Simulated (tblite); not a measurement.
A geometry optimisation, step by step.

C4H2F5PS.
Bonds: F1–C2, C2–C3 (double), C3–F4, C3–P5, P5–S6 (double), P5–C7, C7–C8, C8–F9, C8–F10, C8–F11, C2–P5. Hydrogens: H12, H13 on C7.

Computed with GFN2-xTB (tblite), gas phase: L-BFGS steps from a force-field or distance-geometry start until the largest atomic force falls under 0.01 eV/Å. 9 of its 118 geometries are shown.

Step 0: E = -1056.8807 eV, largest atomic force 17.618 eV/Å
```
atom  x, y, z in Å  |  force x, y, z in eV/Å
F1     -2.195    2.771   -0.056    0.041  -1.581   0.149
C2     -1.837    1.462    0.093   -1.081   1.607  -1.022
C3     -2.278    0.194   -0.043   -1.466  -0.568  -1.562
F4     -3.321   -0.615   -0.424    0.916   1.560   0.445
P5     -0.610    0.250    0.580   -1.254   3.882 -13.175
S6     -0.454   -0.253    2.184    2.133  -4.894  16.790
C7      0.642   -0.268   -0.617    0.194   0.184  -1.057
C8      1.973   -0.593    0.033   -0.026  -1.074   0.234
F9      2.834   -0.987   -0.996   -0.654   0.765   1.929
F10     2.472    0.421    0.802   -0.268  -1.526  -1.270
F11     1.768   -1.712    0.845    0.958   1.547  -1.074
H12     0.258   -1.207   -1.068    0.269   0.390  -0.107
H13     0.744    0.538   -1.351    0.238  -0.293  -0.280
```

Step 15: E = -1059.2834 eV, largest atomic force 0.155 eV/Å
```
atom  x, y, z in Å  |  force x, y, z in eV/Å
F1     -2.262    2.647   -0.103    0.149   0.038  -0.022
C2     -1.795    1.419    0.020   -0.012   0.084   0.003
C3     -2.259    0.178   -0.138   -0.132  -0.015  -0.060
F4     -3.399   -0.381   -0.501   -0.027  -0.109  -0.049
P5     -0.632    0.159    0.696   -0.042  -0.002   0.084
S6     -0.339   -0.245    2.550    0.069   0.008   0.038
C7      0.608   -0.288   -0.642    0.048  -0.039   0.102
C8      1.938   -0.630    0.001    0.069   0.022   0.005
F9      2.868   -0.921   -0.920   -0.014  -0.005  -0.076
F10     2.422    0.386    0.718   -0.048   0.091   0.021
F11     1.859   -1.686    0.808   -0.031  -0.048  -0.046
H12     0.236   -1.176   -1.162    0.034   0.051  -0.054
H13     0.753    0.538   -1.345   -0.063  -0.076   0.054
```

Step 29: E = -1059.3072 eV, largest atomic force 0.080 eV/Å
```
atom  x, y, z in Å  |  force x, y, z in eV/Å
F1     -2.137    2.650   -0.169    0.007  -0.015  -0.018
C2     -1.772    1.397    0.024   -0.021  -0.055  -0.003
C3     -2.283    0.172   -0.130    0.040   0.030   0.018
F4     -3.402   -0.387   -0.557    0.030   0.037   0.017
P5     -0.660    0.116    0.735   -0.060   0.052   0.010
S6     -0.310   -0.233    2.592   -0.020  -0.026  -0.017
C7      0.580   -0.303   -0.608   -0.020  -0.002   0.001
C8      1.929   -0.617   -0.001   -0.014  -0.014   0.004
F9      2.833   -0.863   -0.962    0.047   0.007   0.052
F10     2.398    0.398    0.729   -0.002   0.006  -0.047
F11     1.894   -1.694    0.784    0.033  -0.012  -0.051
H12     0.234   -1.179   -1.165    0.003   0.007   0.023
H13     0.691    0.543   -1.291   -0.025  -0.015   0.011
```

Step 44: E = -1059.3127 eV, largest atomic force 0.096 eV/Å
```
atom  x, y, z in Å  |  force x, y, z in eV/Å
F1     -2.086    2.659   -0.225    0.007   0.078   0.024
C2     -1.749    1.409    0.022   -0.030  -0.005  -0.025
C3     -2.282    0.194   -0.118    0.025  -0.041   0.000
F4     -3.398   -0.352   -0.561   -0.041   0.010  -0.011
P5     -0.671    0.111    0.756    0.071  -0.055  -0.033
S6     -0.339   -0.291    2.604   -0.001  -0.001   0.036
C7      0.561   -0.333   -0.588    0.020  -0.005  -0.017
C8      1.933   -0.605   -0.008   -0.015   0.006   0.024
F9      2.842   -0.786   -0.980   -0.026   0.029   0.035
F10     2.360    0.415    0.741    0.007   0.027  -0.032
F11     1.964   -1.699    0.752   -0.023  -0.019  -0.018
H12     0.217   -1.223   -1.124    0.011  -0.017   0.035
H13     0.642    0.501   -1.289   -0.006  -0.007  -0.017
```

Step 58: E = -1059.3464 eV, largest atomic force 0.197 eV/Å
```
atom  x, y, z in Å  |  force x, y, z in eV/Å
F1     -1.819    2.751   -0.171    0.026  -0.178   0.058
C2     -1.623    1.458    0.022    0.108   0.120   0.047
C3     -2.279    0.309   -0.152   -0.121  -0.055  -0.037
F4     -3.468   -0.084   -0.583    0.175   0.038   0.022
P5     -0.691    0.024    0.734   -0.118   0.090   0.023
S6     -0.453   -0.522    2.560   -0.025   0.000  -0.019
C7      0.512   -0.546   -0.573    0.025  -0.027   0.062
C8      1.923   -0.493   -0.018    0.073   0.007  -0.048
F9      2.828   -0.350   -0.996    0.007   0.022  -0.037
F10     2.088    0.544    0.811   -0.040   0.063  -0.035
F11     2.263   -1.597    0.647   -0.100   0.046   0.034
H12     0.280   -1.576   -0.840   -0.036  -0.188  -0.048
H13     0.436    0.083   -1.460    0.027   0.061  -0.022
```

Step 73: E = -1059.4054 eV, largest atomic force 0.127 eV/Å
```
atom  x, y, z in Å  |  force x, y, z in eV/Å
F1     -1.345    2.757   -0.057    0.018  -0.114   0.035
C2     -1.368    1.444    0.075   -0.103   0.068  -0.029
C3     -2.205    0.434   -0.186    0.012   0.044  -0.010
F4     -3.407    0.243   -0.689   -0.074   0.034  -0.050
P5     -0.740   -0.150    0.740    0.067   0.001   0.000
S6     -0.646   -0.788    2.546   -0.005  -0.065   0.009
C7      0.455   -0.823   -0.530   -0.027  -0.003  -0.016
C8      1.817   -0.329   -0.079    0.004  -0.002  -0.002
F9      2.574    0.094   -1.094    0.014   0.019  -0.044
F10     1.676    0.723    0.756    0.098  -0.019  -0.074
F11     2.519   -1.256    0.565    0.001   0.019   0.084
H12     0.433   -1.917   -0.537    0.006   0.067   0.006
H13     0.233   -0.432   -1.528   -0.010  -0.050   0.091
```

Step 88: E = -1059.4245 eV, largest atomic force 0.040 eV/Å
```
atom  x, y, z in Å  |  force x, y, z in eV/Å
F1     -1.328    2.753    0.070   -0.008   0.024   0.008
C2     -1.382    1.440    0.131    0.010  -0.035  -0.012
C3     -2.215    0.451   -0.207    0.021  -0.005  -0.015
F4     -3.403    0.320   -0.767    0.031  -0.005   0.014
P5     -0.759   -0.176    0.733    0.019   0.003   0.007
S6     -0.695   -0.901    2.510    0.012  -0.003  -0.004
C7      0.465   -0.841   -0.509   -0.035   0.010  -0.016
C8      1.822   -0.298   -0.102   -0.011   0.014   0.011
F9      2.586    0.002   -1.157    0.014   0.000  -0.010
F10     1.684    0.837    0.609   -0.019   0.035   0.000
F11     2.515   -1.145    0.652    0.010  -0.022   0.032
H12     0.483   -1.933   -0.460   -0.031  -0.010  -0.020
H13     0.224   -0.509   -1.521   -0.013  -0.006   0.005
```

Step 102: E = -1059.4290 eV, largest atomic force 0.032 eV/Å
```
atom  x, y, z in Å  |  force x, y, z in eV/Å
F1     -1.399    2.755    0.113    0.012  -0.002  -0.015
C2     -1.409    1.440    0.148    0.004   0.002   0.011
C3     -2.207    0.429   -0.207    0.021   0.000   0.004
F4     -3.382    0.269   -0.786   -0.019  -0.004   0.021
P5     -0.740   -0.163    0.740   -0.018  -0.008   0.008
S6     -0.645   -0.887    2.516   -0.001   0.002  -0.027
C7      0.462   -0.809   -0.529    0.001   0.007  -0.028
C8      1.829   -0.314   -0.097    0.009  -0.014   0.000
F9      2.655   -0.132   -1.131    0.005   0.003  -0.002
F10     1.719    0.874    0.526   -0.022   0.005  -0.005
F11     2.439   -1.140    0.748   -0.008  -0.010   0.020
H12     0.444   -1.903   -0.535    0.017   0.027   0.005
H13     0.230   -0.420   -1.522   -0.002  -0.007   0.008
```

Step 117: E = -1059.4313 eV, largest atomic force 0.010 eV/Å
```
atom  x, y, z in Å  |  force x, y, z in eV/Å
F1     -1.387    2.749    0.096    0.003  -0.002   0.002
C2     -1.403    1.434    0.143   -0.003   0.002   0.002
C3     -2.216    0.428   -0.193   -0.002  -0.001  -0.001
F4     -3.408    0.270   -0.737   -0.003  -0.001   0.000
P5     -0.739   -0.174    0.727    0.009  -0.001  -0.004
S6     -0.627   -0.905    2.498   -0.005   0.002   0.003
C7      0.466   -0.802   -0.549    0.002  -0.008   0.001
C8      1.825   -0.312   -0.089   -0.003   0.005  -0.003
F9      2.688   -0.169   -1.099   -0.001  -0.002   0.002
F10     1.707    0.895    0.496    0.002  -0.001   0.001
F11     2.393   -1.121    0.800   -0.002   0.002  -0.003
H12     0.456   -1.895   -0.573   -0.003   0.001   0.000
H13     0.242   -0.398   -1.538    0.004   0.003  -0.001
```

Q: Summarise the path.

A: The energy falls by 58.82 kcal/mol from step 0 to step 117; nine tenths of that is first reached at step 6. It rises by more than 0.2 meV at steps 54 and 64. The largest force goes from 17.618 to 0.010 eV/Å. Among the bonds P5=S6 changes most, from 1.689 to 1.920 Å; the atoms move by 0.749 Å rms after alignment.
